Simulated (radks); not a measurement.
The numbers below are computed, except where a source is named.
Fractional charge and spin in the 4s shell of arsenic: the spin-up occupation runs from 0 to 1 and the spin-down occupation from 0 to 1; the fullest corner is As3+, [Ar] 3d10 4s(up 1, down 1). Code: a radial shooting solver on a logarithmic mesh with Libxc functionals. Model: scalar-relativistic Kohn-Sham, LDA (Slater exchange, Perdew-Wang correlation), spin-polarised, spherical densities, finite nucleus; Fermi nuclear charge, rms radius of each element as measured or else 0.836 A^(1/3) + 0.57 fm. Energy (eV) minus the two flat planes that join the four corners (they meet along the diagonal where the two added fractions sum to one electron); zero is where a piecewise linear energy would lie.

\begin{tabular}{lrrr}
down \ up & 0 & 0.5 & 1 \\ \hline
0 & 0.000 & -1.495 & 0.000 \\
0.5 & -1.495 & 0.440 & -1.446 \\
1 & 0.000 & -1.446 & 0.000 \\
\end{tabular}

Corners above the fullest one (they belong to As4+ and the next ion): (up 1, down 0) 50.672 eV, (up 0, down 1) 50.672 eV, (up 0, down 0) 114.90 eV. With half an added electron in each spin the energy lies 0.440 eV from the planes (fractional-spin error, the static-correlation error of a stretched bond), and with half an added electron in spin up alone -1.495 eV (fractional-charge error). For a frontier s shell over closed shells the exact functional lies on the planes.
